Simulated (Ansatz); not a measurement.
SnHMe2Cl (C₂H₇ClSn), 11 atoms. Hardware: 4 threads of Intel Xeon on a shared host.

In the def2 sets Sn takes a core potential; there is no spin–orbit coupling.

Q: How many basis functions does each of these Ansatz runs have, and roughly what does it cost? PBE0-D4/def2-SVP, charge 1 doublet at the geometry of the charge 0 singlet, energy with a search over starts; PBE-D4/def2-SVP, charge 0 singlet, frequencies; PBE0-D4/def2-SVP, charge -1 doublet at the geometry of the charge 0 singlet, energy with a search over starts; BLYP-D4/def2-TZVP, charge 0 singlet, energy, from earlier orbitals; HF/def2-TZVP, charge 0 singlet, energy, from earlier orbitals; PBE0-D4/def2-TZVP, charge 0 triplet at the geometry of the charge 0 singlet, energy; CAM-B3LYP-D4/def2-TZVP, charge 0 singlet, energy, from earlier orbitals; r2SCAN-D4/def2-TZVP, charge 0 singlet, energy, from earlier orbitals; PBE-D4/def2-SVP, charge 0 singlet, energy, from earlier orbitals; PBE-D4/def2-TZVP, charge 1 doublet at the geometry of the charge 0 singlet, energy, from earlier orbitals; r2SCAN-D4/def2-TZVPD, charge -1 doublet at the geometry of the charge 0 singlet, energy, from earlier orbitals; PBE-D4/def2-TZVP, charge 0 singlet, energy, from earlier orbitals.

A: Other jobs shared the machine, so times can vary by a factor of up to 3. A dash marks memory too small to be measured apart from the calling script's.

```json
{"run": "PBE-D4/def2-SVP, charge 0 singlet, energy, from earlier orbitals", "functions": "107", "fitting or Cholesky vectors": "1208", "wall time": "2.7 s", "peak host memory (GiB)": "–"}
{"run": "PBE-D4/def2-TZVP, charge 0 singlet, energy, from earlier orbitals", "functions": "191", "fitting or Cholesky vectors": "1312", "wall time": "3.5 s", "peak host memory (GiB)": "–"}
{"run": "HF/def2-TZVP, charge 0 singlet, energy, from earlier orbitals", "functions": "191", "fitting or Cholesky vectors": "1624", "wall time": "3.7 s", "peak host memory (GiB)": "–"}
{"run": "BLYP-D4/def2-TZVP, charge 0 singlet, energy, from earlier orbitals", "functions": "191", "fitting or Cholesky vectors": "1312", "wall time": "4.3 s", "peak host memory (GiB)": "–"}
{"run": "r2SCAN-D4/def2-TZVP, charge 0 singlet, energy, from earlier orbitals", "functions": "191", "fitting or Cholesky vectors": "1312", "wall time": "6.5 s", "peak host memory (GiB)": "–"}
{"run": "CAM-B3LYP-D4/def2-TZVP, charge 0 singlet, energy, from earlier orbitals", "functions": "191", "fitting or Cholesky vectors": "1363", "wall time": "7 s", "peak host memory (GiB)": "–"}
{"run": "PBE-D4/def2-TZVP, charge 1 doublet at the geometry of the charge 0 singlet, energy, from earlier orbitals", "functions": "191", "fitting or Cholesky vectors": "1312", "wall time": "8.5 s", "peak host memory (GiB)": "–"}
{"run": "PBE0-D4/def2-SVP, charge -1 doublet at the geometry of the charge 0 singlet, energy with a search over starts", "functions": "107", "fitting or Cholesky vectors": "1159", "wall time": "16 s", "peak host memory (GiB)": "–"}
{"run": "PBE0-D4/def2-SVP, charge 1 doublet at the geometry of the charge 0 singlet, energy with a search over starts", "functions": "107", "fitting or Cholesky vectors": "1159", "wall time": "20 s", "peak host memory (GiB)": "–"}
{"run": "PBE0-D4/def2-TZVP, charge 0 triplet at the geometry of the charge 0 singlet, energy", "functions": "191", "fitting or Cholesky vectors": "1397", "wall time": "43 s", "peak host memory (GiB)": "0.93"}
{"run": "r2SCAN-D4/def2-TZVPD, charge -1 doublet at the geometry of the charge 0 singlet, energy, from earlier orbitals", "functions": "239", "fitting or Cholesky vectors": "1389", "wall time": "46 s", "peak host memory (GiB)": "0.87"}
{"run": "PBE-D4/def2-SVP, charge 0 singlet, frequencies", "functions": "107", "fitting or Cholesky vectors": "1208", "wall time": "2.6 min", "peak host memory (GiB)": "–"}
```
